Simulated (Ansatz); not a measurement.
ClCrO₂ (SMILES [O]=[Cr+](=[O])[Cl]), charge +1, singlet, geometry from GFN2-xTB (such geometries of metal compounds can be far from the true shape) (the multiplicity is a formal guess); SVWN5/cc-pVTZ in Ansatz (a program for electronic structure).

Ansatz was given this input:
Ansatz 0.2 input:
```yaml
crystal:
  periodic: [false, false, false]
  atoms:
    - {symbol: Cr, position_ang: [0.30551309, -0.01734383, 0.39439997]}
    - {symbol: O, position_ang: [1.49897309, -0.68849015, -0.32476441]}
    - {symbol: O, position_ang: [-0.54284806, -0.99267836, 1.24350979]}
    - {symbol: Cl, position_ang: [-0.88125379, 0.81562353, -0.98915073]}
basis:
  gaussian:
    orbitals: cc-pVTZ
    final_grid: {core_spheres: 4, valence_spheres: 8, degree: 17}
hamiltonian:
  xc: {name: SVWN5}
total_charge: 1
```

What the program printed (banner, timings and long lists left out):

```
Functional definition: SVWN5
1103 factors; their error is unknown
mean field evaluation 1: about -44825.7266 eV, gradient 2.1e2 eV
mean field evaluation 2: about -43275.1142 eV, gradient 7.2e2 eV
mean field evaluation 4: about -44534.5001 eV, gradient 5.0e2 eV
mean field evaluation 8: about -44904.3552 eV, gradient 1.5e1 eV
mean field evaluation 16: about -44904.6413 eV, gradient 1.3e-2 eV
mean field -44904.64134895 eV, -1650.2151321149 hartree, gradient 3.7e-5 eV, S^2 0.000000; 0 other end points of the search recorded, 0 dependent functions left out
reference -44904.64139868 eV, -1650.2151339423 hartree; 28, 28 occupied and 134, 134 virtual orbitals, 1103 factors
Total energy: -44904.64139868 eV, -1650.2151339423 hartree
```
